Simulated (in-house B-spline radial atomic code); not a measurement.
The numbers below are computed, except where a source is named.
## Correlation energy from the adiabatic connection: −Z/r, Z = 6.06, wall at 0.6 bohr

Two electrons in a singlet, external potential −Z/r, Z = 6.06, wall at 0.6 bohr (atomic units). Full CI in B-splines (partial waves to l = 8, correlation up to 0.6 % small) with the density held fixed gives W(λ) = <V_ee>_λ − U, and E_c is the integral of W(λ) − W(0) from 0 to 1.

| λ | W(λ) − W(0) (hartree) |
| --- | --- |
| 0 | 0.00000 |
| 0.02 | -0.00185 |
| 0.05 | -0.00462 |
| 0.12 | -0.01104 |
| 0.25 | -0.02284 |
| 0.4 | -0.03625 |
| 0.6 | -0.05378 |
| 0.8 | -0.07093 |
| 1 | -0.08771 |

(1) Integrate the table by the trapezoid rule.

(2) Now use only three numbers: W(0) = -4.1905, the initial slope W'(0) = -0.09268 (extrapolated from the first points) and the strong-coupling limit of the point-charge-plus-continuum model, W∞ = -5.4181. What do second-order theory and the interpolation W(λ) = W∞ + (W(0) − W∞)/√(1 + 2χλ) of Seidl, Perdew and Levy give?

Answers

(1) The strips give -0.00002, -0.00010, -0.00055, -0.00220, -0.00443, -0.00900, -0.01247, -0.01586, which sum to -0.04464 hartree. The direct value, W(1) − W(0) + T_c with T_c = 0.04305, is -0.04466; the curve is convex, so chords lie above it and the trapezoids fall short in size by 0.05 %.

(2) Second order keeps the slope alone: E_c = W'(0)/2 = -0.04634, +4 % in size against -0.04466. Matching the slope fixes χ = W'(0)/(W∞ − W(0)) = -0.09268/(-1.22760) = 0.07550. Integrating, with s = √(1 + 2χ) = 1.072844, E_c = −(W(0) − W∞)(s − 1)/(s + 1) = −1.22760 × 0.072844/2.072844 = -0.04314 hartree, -3.4 % in size against the full result. At λ = 1 the formula gives W − W(0) = -0.08335 against -0.08771. Part of the miss can come from the model's W∞.
